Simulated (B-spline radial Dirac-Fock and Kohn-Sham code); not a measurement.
The computed values come from a radial B-spline solver: Dirac-Fock (average of configuration) total-energy differences with a finite nucleus, the Breit interaction including its frequency dependence, and self-energy and vacuum-polarisation corrections. Free neutral atoms.

**Question.** Order these X-ray lines by photon energy, lowest first.
A. Ho Lβ2
B. I Lγ2
C. V Kβ1
D. I Lβ6
E. Ba Lγ2
F. Hf Lα2

**Answer.** D (4362.0 eV), B (5049.8 eV), C (5425.9 eV), E (5790.3 eV), F (7843.8 eV), A (7902.4 eV).
